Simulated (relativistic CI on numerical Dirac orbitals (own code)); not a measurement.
## Zr18+: sensitivity of the levels to the model

Base calculation: Dirac-Coulomb-Breit CI, KLI orbitals optimised for each configuration, QED by a radiative potential, unscaled Slater integrals.

Configurations in the expansion (outside the closed core [Ne]): 3s2 3p6 3d4, 3s2 3p5 3d5, 3s 3p6 3d5, 3s2 3p6 3d3 4s, 3s2 3p6 3d3 4p, 3s2 3p6 3d3 4d, 3s2 3p6 3d3 4f, 3s2 3p5 3d4 4s, 3s2 3p6 3d2 4s 4p, 3s2 3p6 3d3 5s, 3s2 3p6 3d3 5p, 3p6 3d6, 3p5 3d7, 3s2 3p6 3d2 4s2, 3s2 3p6 3d 4s2 4p, 3s2 3p6 3d 4s2 4d, 3s2 3p6 3d 4s2 4f, 3s2 3p6 3d2 4p2, 3s2 3p6 3d 4s 4p2, 3s2 3p6 3d 4p3, 3s2 3p6 3d 4p2 4d, 3s2 3p6 3d 4p2 4f. Double excitations out of closed p, d and f shells are left out; levels of such configurations are missing from the list, as are those of other unlisted configurations, and high levels can miss mixing partners. These lack a partner that the ground configuration has and come out too high: 3s2 3p5 3d4 4s.

Variants: (1) P86 correlation estimate; (2) QED terms removed; (3) one mean potential for all configurations. Shifts of the energy above 3s2 3p6 3d4 5D_0, in cm⁻¹, for the lowest level and the first level of each name with at least 55 % of one term (blank where a level changes its place among those of its configuration and J or its character, or is not in the variant):

```csv
Level,Base,Δ(1),Δ(2),Δ(3)
3s2 3p6 3d4 5D_0,0.0,0.0,0.0,0.0
3s2 3p6 3d4 5D_1,5949.7,-0.2,-35.8,+17.2
3s2 3p6 3d4 5D_2,13281.3,-0.2,-66.9,+32.0
3s2 3p6 3d4 5D_3,20681.0,-0.1,-89.9,+42.7
3s2 3p6 3d4 5D_4,27691.3,0.0,-104.5,+49.4
3s2 3p6 3d4 3P_0,65666.1,+2.5,-20.5,-10.2
3s2 3p6 3d4 3H_4,72255.1,-0.7,-33.8,-0.4
3s2 3p6 3d4 3H_5,83791.1,-1.5,-83.0,+21.9
3s2 3p6 3d4 3P_1,85303.6,+2.0,-78.1,+11.1
3s2 3p6 3d4 3F_2,89543.4,+1.5,-64.0,+6.4
3s2 3p6 3d4 3H_6,89737.4,-2.1,-100.0,+30.5
3s2 3p6 3d4 3P_2,105362.9,+2.9,-109.5,+22.9
3s2 3p6 3d4 3F_3,108757.4,+1.6,-127.0,+35.0
3s2 3p6 3d4 3G_5,115951.6,+0.8,-151.9,+50.2
3s2 3p6 3d4 3D_3,121325.9,+5.5,-80.2,+10.0
3s2 3p6 3d4 3D_2,126403.0,+4.0,-113.6,+22.6
3s2 3p6 3d4 1I_6,127277.0,-2.4,-138.7,+40.2
3s2 3p6 3d4 3D_1,130879.3,+5.5,-121.6,+27.8
3s2 3p6 3d4 1G_4,141616.9,+2.8,-182.5,+60.0
3s2 3p6 3d4 1S_0,146515.7,+9.3,-137.3,+42.0
3s2 3p6 3d4 1D_2,159966.3,+2.2,-137.7,+15.0
3s2 3p6 3d4 1F_3,170400.5,+4.2,-112.8,+7.7
```

At this charge energies of transitions that change n are usually good to better than 1 %, and those within a shell (Δn = 0) to a few per cent. Terms inside the open d or f shell come out 10 to 20 % too wide with unscaled integrals.

Ionisation energy from the two ground configurations alone: base 744.674 eV; P86 correlation estimate 746.468 eV. The NIST ASD value (theoretical) is 745 eV.

LS names give the leading component of a level, which can be under half, so a name can repeat, a term be missing and a line seem to break the LS rules.
